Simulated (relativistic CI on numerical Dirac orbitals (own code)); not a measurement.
Re59+: sensitivity of the levels to the model

Base calculation: Dirac-Coulomb-Breit CI, KLI orbitals optimised for each configuration, a model potential for QED, unscaled Slater integrals.

Configuration list (outside the closed core [Ne]): 3s2.3p4, 3s2.3p3.3d, 3s.3p5, 3p6, 3s.3p4.3d, 3s.3p3.3d2, 3p5.3d, 3s2.3p2.3d.4p, 3s.3p3.3d.4s, 3p5.4s, 3s2.3p3.4s, 3p5.4p, 3s2.3p3.4p, 3s2.3p3.4d, 3p4.3d.4p, 3s.3p4.4s, 3s2.3p3.4f, 3s.3p4.4p, 3s.3p4.4d, 3s.3p4.4f, 3s2.3p3.5s, 3s2.3p3.5p, 3s2.3p2.4s.4p, 3s2.3p3.5d, 3s2.3p3.5f, 3s2.3p3.5g, 3s.3p3.4s2, 3s.3p4.5s, 3s2.3p2.3d2, 3s2.3p.3d3, 3s.3p2.3d3, 3s2.3p.3d2.4s, 3s2.3p.3d2.4p, 3s2.3p.3d2.4d, 3p4.3d2, 3p3.3d3, 3p3.3d2.4s, 3p3.3d2.4p, 3p3.3d2.4d, 3s2.3p2.3d.4s, 3s.3p2.3d2.4s, 3s2.3p.3d.4s2, 3s2.3p.3d.4s.4p, 3s2.3p.3d.4s.4d, 3p4.3d.4s, 3p3.3d.4s2, 3p3.3d.4s.4p, 3p3.3d.4s.4d, 3s2.3p2.4s2, 3s.3p2.3d.4s2, 3s2.3p.4s2.4p, 3s2.3p.4s2.4d, 3s2.3p2.4p2, 3s2.3p.3d.4p2, 3s.3p2.3d.4p2, 3s2.3p.4s.4p2, 3s2.3p.4p3, 3s2.3p.4p2.4d, 3s.3p3.4s.4p, 3s.3p2.3d.4s.4p, 3s.3p2.4s2.4p, 3s.3p2.4s.4p2, 3s.3p2.4s.4p.4d. Double excitations out of closed p, d and f shells are left out; levels of such configurations are missing from the list, as are those of other unlisted configurations, and high levels can miss mixing partners. These lack a partner that the ground configuration has and come out too high: 3s2.3p3.4f, 3s.3p4.4p, 3s.3p4.4d, 3s.3p4.4f, 3s2.3p3.5s.

Variants: (1) Breit term removed; (2) only the first 3 configurations. Shifts of the energy above 3s2.3p4 3P_2, in eV, for the lowest level and the first level of each name with at least 55 % of one term (blank where a level changes its place among those of its configuration and J or its character, or is not in the variant):

| Level | Base | Δ(1) | Δ(2) |
| --- | --- | --- | --- |
| 3s2.3p4 3P_2 | 0.000 | 0.000 | 0.000 |
| 3s2.3p4 1S_0 | 20.410 | -0.565 | +1.168 |
| 3s2.3p3.3d 3P°_0 | 248.130 | +0.503 | -2.162 |
| 3s2.3p4 3P_1 | 370.623 | +3.707 | +1.294 |
| 3s2.3p4 1D_2 | 380.430 | +4.238 | +1.749 |
| 3s2.3p2.3d2 3P_0 | 514.427 | +1.483 |  |
| 3s.3p5 3P°_2 | 558.746 | +0.707 | -0.974 |
| 3s2.3p3.3d 3G°_5 | 701.444 | +9.162 | -2.017 |
| 3s2.3p4 3P_0 | 758.572 | +7.523 | +4.801 |
| 3s.3p4.3d 3P_0 | 822.232 | +2.071 |  |

At this charge energies of transitions that change n are usually good to better than 1 %, and those within a shell (Δn = 0) to a few per cent.

Ionisation energy from the two ground configurations alone: base 6175.44 eV; Breit term removed 6181.64 eV. The NIST ASD value (theoretical) is 6176 eV.

LS names give the leading component of a level, which can be under half, so a name can repeat, a term be missing and a line seem to break the LS rules.
